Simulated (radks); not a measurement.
Question: The barium ion Ba4+ is in [Kr] 4d10 5s2 5p4. Calculated with a radial shooting solver on a logarithmic mesh with Libxc functionals: scalar-relativistic Kohn-Sham, LDA (Slater exchange, Perdew-Wang correlation), spin-polarised, spherical densities, finite nucleus; Fermi nuclear charge, rms radius of each element as measured or else 0.836 A^(1/3) + 0.57 fm. Open shells are filled with parallel spins first. One electron is removed from 5s, 4p, 4d, 5p in turn, with full relaxation. Which removal costs least, and what does each cost?

Answer: 5p 59.107 eV; 5s 76.138 eV; 4d 140.16 eV; 4p 232.11 eV. The 5p electron leaves first.
